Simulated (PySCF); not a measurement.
CH7ClGeSi, SMILES Cl[SiH2][CH2][GeH3].

The structure is a stationary point at B3LYP-D3(BJ)/def2-SVP. The structure was generated by enumeration, and PubChem lists no compound with its InChIKey, so it may never have been made. Other conformers were not sampled.

Level of theory: PySCF with TDA-PBE/def2-SVPD.

Vertical excitations. Isolated molecule, no solvent.

```
state  energy (eV)  λ (nm)      f                            main pairs
-----  -----------  ------  -----  ------------------------------------
S1            6.61     188  0.005                        HOMO→LUMO 98 %
S2            6.68     186  0.006                      HOMO−1→LUMO 98 %
S3            6.93     179  0.002  HOMO→LUMO+1 61 %, HOMO−1→LUMO+1 37 %
S4            6.98     178  0.010  HOMO−1→LUMO+1 61 %, HOMO→LUMO+1 35 %
S5            7.14     174  0.025                      HOMO−2→LUMO 89 %
S6            7.25     171  0.007                      HOMO−3→LUMO 94 %
S7            7.33     169  0.003    HOMO−4→LUMO 78 %, HOMO→LUMO+2 18 %
S8            7.41     167  0.013                    HOMO−1→LUMO+2 89 %
S9            7.45     166  0.131    HOMO→LUMO+2 57 %, HOMO−4→LUMO 15 %
S10           7.48     166  0.019                    HOMO−2→LUMO+1 83 %
T1            6.32     196      0                        HOMO→LUMO 96 %
T2            6.38     194      0                      HOMO−1→LUMO 95 %
T3            6.74     184      0                      HOMO→LUMO+1 98 %
T4            6.83     182      0                    HOMO−1→LUMO+1 95 %
```
Triplets are in the Tamm–Dancoff approximation.
